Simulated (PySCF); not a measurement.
Species: C₆H₁₀O.
Cartesian coordinates in Å at the GFN2-xTB level; atoms count from 1:
```xyz
17
C6H10O angstrom
C      2.4366   -0.3993   -0.6301
O      1.1946   -0.8565   -1.1009
C      0.2267   -1.0697   -0.0991
C     -0.3370    0.2127    0.5135
C     -1.6449    0.0524    1.2461
C     -2.3223    0.8277    0.4060
C     -1.1329    1.1219   -0.4645
H      2.3765    0.6170   -0.2252
H      3.1069   -0.3989   -1.4878
H      2.8373   -1.0663    0.1441
H      0.6401   -1.7061    0.7000
H     -0.5804   -1.6142   -0.5970
H      0.4335    0.7396    1.0803
H     -1.8954   -0.5074    2.1289
H     -3.3439    1.1565    0.3446
H     -0.8156    2.1632   -0.4875
H     -1.1866    0.7395   -1.4815
```

Jobs on this species (17 atoms, 54 electrons) with PySCF (density fitting). Hardware of each: one thread, AMD EPYC 9R45 (x86_64), on a shared host. Other jobs ran on the host; a repeat could differ by tens of per cent or more. Peak memory is the resident size of the whole Python process, interpreter and libraries included.

```tsv
level and settings	work	basis functions	SCF cycles	wall time	peak memory
revPBE/Sadlej pVTZ	shieldings, ring-centre shieldings, charges and field gradients	258	?	?	?
mPW1PW91/pcSseg-1, IEF-PCM benzene	shieldings, ring-centre shieldings	169	?	?	?
PBE0/pcSseg-1	shieldings, ring-centre shieldings, charges and field gradients	169	14	11 s	0.76 GiB
PBE0/def2-SVPD	6 singlets by full TDDFT, 2 Tamm–Dancoff triplets, polarisability	223	14	16 s	0.91 GiB
```

**Question.** Fill in the missing figures.

**Answer.** 
- revPBE/Sadlej pVTZ; shieldings, ring-centre shieldings, charges and field gradients: 50 s, 0.82 GiB, 16 SCF cycles
- mPW1PW91/pcSseg-1, IEF-PCM benzene; shieldings, ring-centre shieldings: 9.8 s, 0.89 GiB, 13 SCF cycles

**Question.** What do all jobs in the table cost together?

**Answer.** About 87 s; the longest takes about 58 % of that, and about 5.1 times as long as the shortest.
